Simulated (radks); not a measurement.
The platinum anion Pt2-, [Hg], held by a Watson sphere: a shell of charge +2 at radius R that stands for the Madelung well of a crystal (potential energy -2/R inside, -2/r outside, in hartree with lengths in bohr). Method: scalar-relativistic Kohn-Sham, PBE, spin-unpolarised, spherical densities, finite nucleus; Fermi nuclear charge, rms radius of each element as measured or else 0.836 A^(1/3) + 0.57 fm; computed with a radial shooting solver on a logarithmic mesh with Libxc functionals.

| R (bohr) | e(5p) (eV) | e(6s) (eV) | e(5d) (eV) | <r> 5d (bohr) | sum of <r^2> (bohr^2) | X-ray form factor at sin(theta)/lambda = 0.1 1/angstrom |
|---|---|---|---|---|---|---|
| 2.66 | -55.022 | -7.082 | -6.156 | 1.799 | 78.65 | 75.093 |
| 4.17 | -52.901 | -4.960 | -3.584 | 1.902 | 92.87 | 74.638 |
| 5.36 | -51.756 | -3.608 | -2.311 | 1.944 | 103.7 | 74.444 |
| 5.43 | -51.701 | -3.542 | -2.251 | 1.947 | 104.3 | 74.436 |
| 6.38 | -51.073 | -2.784 | -1.580 | 1.975 | 113.7 | 74.350 |
| 6.44 | -51.041 | -2.744 | -1.545 | 1.977 | 114.3 | 74.346 |
| 6.65 | -50.932 | -2.609 | -1.430 | 1.984 | 116.6 | 74.333 |
